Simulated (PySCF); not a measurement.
Species: C6H14O2S.
Structure used (GFN2-xTB), in Å, numbered top down from 1:
```
atom  x, y, z in Å
C1    -3.409   -0.451    0.663
C2    -2.823    0.377   -0.474
C3    -1.453    0.928   -0.120
S4    -0.213   -0.418   -0.184
O5    -0.318   -1.072   -1.460
O6    -0.326   -1.241    0.990
C7     1.394    0.447   -0.111
C8     2.479   -0.610   -0.025
C9     3.871   -0.004    0.110
H10   -3.585    0.172    1.537
H11   -4.354   -0.894    0.360
H12   -2.720   -1.245    0.937
H13   -2.710   -0.246   -1.364
H14   -3.498    1.202   -0.720
H15   -1.114    1.660   -0.848
H16   -1.419    1.338    0.885
H17    1.373    1.078    0.774
H18    1.476    1.049   -1.012
H19    2.261   -1.247    0.834
H20    2.424   -1.231   -0.921
H21    4.618   -0.791    0.168
H22    4.101    0.625   -0.747
H23    3.940    0.602    1.010
```

Theory: PBE0/pcSseg-1 in PySCF (dipole) on a GFN2-xTB geometry, gas phase.

Masses are those of the commonest isotopes; rigid-rotor values at the optimised geometry. The values belong to one conformer with, in the numbering `[CH3:1][CH2:2][CH2:3][S:4](=[O:5])(=[O:6])[CH2:7][CH2:8][CH3:9]`, C1–C2–C3–S4 74°, C2–C3–S4–O5 52°, C3–S4–C7–C8 175°, S4–C7–C8–C9 -177°.

(1) Give the principal moments of inertia and the rotational constants in cm⁻¹.

(2) Classify the top.

(3) What does the inertial defect say?

(4) Give the other two planar moments, Paa and Pbb, and the rms extents of the mass along the axes.

(5) List the rotational levels J(Ka,Kc) to J = 2 (MHz).

(6) Which lines would a microwave search look for?

(7) Estimate the classical rotational partition function at 200 K, 298.15 K and 500 K.

Results:

(1) Ia = 144.66, Ib = 739.46, Ic = 750.39 u·Å²; 505379 MHz·u·Å²/I gives 3493, 683.4 and 673.5 MHz, that is A = 0.11653, B = 0.02280, C = 0.02247 cm⁻¹.

(2) A near-prolate asymmetric top. Ray's parameter κ = (2B − A − C)/(A − C) = -0.993; −1 is the prolate and +1 the oblate limit.

(3) Not planar: Δ = Ic − Ia − Ib = -133.73 u·Å². For a rigid frame Δ = −2 Σ m c², so Σ m c² = 66.87 u·Å² lies off the ab plane: 12.59 from hydrogen and 54.28 from heavier atoms. The atom farthest from that plane is 1.68 Å away.

(4) Paa = Σ m a² = (Ib + Ic − Ia)/2 = 672.59 and Pbb = Σ m b² = (Ia + Ic − Ib)/2 = 77.80 u·Å². With the mass M = 150.07 u, the rms extents √(P/M) along a, b and c are 2.12, 0.72, 0.67 Å.

(5) Above 0(0,0):
J = 1: 1(0,1) 1357, 1(1,1) 4167, 1(1,0) 4177
J = 2: 2(0,2) 4071, 2(1,2) 6871, 2(1,1) 6901, 2(2,1) 15331, 2(2,0) 15331
The levels of one J sum to (2J + 1)J(J + 1)(A + B + C)/3.

(6) The dipole components are |μa| = 0.75 D, |μb| = 3.19 D, |μc| = 2.56 D. The squared components, which scale the intensities, stand as 0.06 : 1.00 : 0.64 (a : b : c). Some lines, for components of 0.1 D or more:

| type | branch | J(Ka,Kc) | MHz | lower level (cm⁻¹) |
| --- | --- | --- | --- | --- |
| b | R | 3(0,3) ← 2(1,2) | 1271 | 0.229 |
| a | R | 1(0,1) ← 0(0,0) | 1357 | 0.000 |
| a | R | 2(1,2) ← 1(1,1) | 2704 | 0.139 |
| c | Q | 4(1,4) ← 4(0,4) | 2766 | 0.453 |
| c | Q | 1(1,1) ← 1(0,1) | 2810 | 0.045 |
| b | Q | 3(1,2) ← 3(0,3) | 2845 | 0.272 |
| a | R | 3(0,3) ← 2(0,2) | 4071 | 0.136 |
| a | R | 3(2,1) ← 2(2,0) | 4071 | 0.511 |
| a | R | 4(3,2) ← 3(3,1) | 5428 | 1.117 |
| b | R | 4(1,4) ← 3(0,3) | 8193 | 0.272 |
| c | Q | 2(2,1) ← 2(1,1) | 8430 | 0.230 |
| b | R | 2(2,1) ← 1(1,0) | 11154 | 0.139 |
| c | R | 2(2,1) ← 1(1,1) | 11164 | 0.139 |
| b | R | 2(2,0) ← 1(1,1) | 11164 | 0.139 |
| b | R | 3(2,2) ← 2(1,1) | 12501 | 0.230 |
| c | R | 3(2,2) ← 2(1,2) | 12531 | 0.229 |
| c | R | 4(2,2) ← 3(1,2) | 13843 | 0.366 |
| b | Q | 3(3,0) ← 3(2,1) | 14075 | 0.647 |
| b | R | 3(3,1) ← 2(2,0) | 18146 | 0.511 |
| b | R | 4(3,2) ← 3(2,1) | 19503 | 0.647 |
| c | R | 4(3,2) ← 3(2,2) | 19503 | 0.647 |
| c | Q | 4(4,1) ← 4(3,1) | 19705 | 1.298 |
| b | Q | 4(4,1) ← 4(3,2) | 19705 | 1.298 |
| b | R | 4(4,1) ← 3(3,0) | 25133 | 1.117 |
| c | R | 4(4,0) ← 3(3,0) | 25133 | 1.117 |
| c | R | 4(4,1) ← 3(3,1) | 25133 | 1.117 |
| b | R | 4(4,0) ← 3(3,1) | 25133 | 1.117 |

(7) Point group C1, symmetry number σ = 1; q = (√π/σ)·√((kT/h)³/(ABC)), k/h = 20836.6 MHz/K: 376000 at 200 K, 684000 at 298.15 K, 1490000 at 500 K.

GFN2-xTB frequencies: not computed here. These are rigid-rotor constants of the computed structure; measured ground-state constants (B0) also hold zero-point vibration. A rigid rotor knows nothing of internal rotation, which can split or shift real lines.

Hardware: one thread, x86-64 server, no GPU, shared host. Cost: 54 s wall. This is the PBE0/pcSseg-1 job that gave the dipole, with the shieldings it also computed.
